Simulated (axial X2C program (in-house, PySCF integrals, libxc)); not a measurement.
## Potential curves of CrAs, 2c

All values were computed with an in-house all-electron X2C program for linear molecules (integrals from PySCF). Two-component (2c) means X2C with spin–orbit coupling and atomic mean-field two-electron Coulomb and Gaunt terms. Basis: As dyall-v3z [9s9p6d1f], Cr dyall-v3z [9s10p6d3f2g] (cores contracted in-house); Gaussian nuclei, density fitting, unrestricted open shells. Masses: As 74.922 u, Cr 51.941 u.

State: Ω = 3/2 (⟨Sz⟩ = 1.50, ⟨Lz⟩ = 0.00 at PBE0). Energies in eV from the fragments at the same level (As + Cr). Fits are polynomials in 1 − R0/R over 0.85 to 1.23 times the lowest point R0.

```csv
R (Å),PBE0,BLYP
2.0358,-1.2417,-2.2219
2.1294,-1.5718,-2.4532
2.1996,-1.7101,-2.5218
2.2698,-1.7803,-2.5284
2.3400,-1.7998,-2.4907
2.4219,-1.7759,-2.4081
2.5038,-1.7166,-2.2979
2.6091,-1.6065,-2.1325
2.6780,-1.5216,-2.0166
2.7378,-1.4431,-1.9139
2.8311,-1.3160,-1.7533
2.9250,-1.1872,-1.5950
```

The state is a single determinant with fixed occupations, the lowest that a limited PBE0 search found. De is counted from the lowest determinant-based energies of the atoms at the same level, without counterpoise correction. Density functionals use the spin component along the axis (collinear). With several unpaired electrons one determinant need not be a pure state. This is the top spin component of a Σ state; components of lower Ω are not single determinants and can lie lower. The lowest spin-free determinant has another configuration (M_S = 7/2, Λ = 0), so the order of states is uncertain and this need not be the ground state.

Question: What are Re, ωe and De at the PBE0 level?

Answer: At PBE0, 2c: Re = 2.338 Å, ωe ≈ 260 cm⁻¹, De = 1.80 eV to As + Cr; Be follows as 0.101 cm⁻¹.

Question: Fit the BLYP curve near its minimum: give the equilibrium distance, the harmonic wavenumber and the well depth.

Answer: At BLYP, 2c: Re = 2.243 Å, ωe ≈ 300 cm⁻¹, De = 2.53 eV to As + Cr; Be follows as 0.109 cm⁻¹.
